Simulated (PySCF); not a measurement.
# C 1s core levels and what the atom is bonded to

Gas-phase molecules, one conformer each, relaxed by PBE0-D3(BJ)/def2-SVP with no frequency check. Core levels by delta-SCF with SCAN, pcX-2 on the ionised atom and pcseg-1 elsewhere, spin-free X2C; energies from the vacuum level.

```
        structure (SMILES)              C bonded to  mean electronegativity of these (Pauling)  C 1s (eV)
      C[CH]([GeH3])P[SiH3]   1 C + 1 Ge + 1 P + 1 H                                       2.24     290.36
    [SiH3]NC([SiH3])[SiH3]         1 N + 2 Si + 1 H                                       2.26     290.82
       O[CH]([SiH3])[GeH3]  1 Ge + 1 O + 1 Si + 1 H                                       2.39     291.37
         OC([SiH3])C[SiH3]   1 C + 1 O + 1 Si + 1 H                                       2.52          ?
      CC(F)([SiH3])C[SiH3]         2 C + 1 F + 1 Si                                       2.74     292.42
FC([SiH3])(N[SiH3])O[SiH3]   1 F + 1 N + 1 O + 1 Si                                       3.09     294.65
```

Problem. Fit a straight line to the complete rows and predict the core level of C in OC([SiH3])C[SiH3], bonded to 1 C + 1 O + 1 Si + 1 H.

Solution. E = 280.190 + 4.612·χ (5 points, rms 0.25 eV, correlation 0.987). At 2.52 this gives 291.81 eV; the calculation itself gave 291.79 eV, so the fit is off by 0.02.

For scale, for OC([SiH3])C[SiH3]: the job took 48 s on 1 thread of Arm Neoverse V1 (aarch64), shared host, peak memory 0.65 GiB, launched as `OMP_NUM_THREADS=1 python cluster_run.py task.json out`.
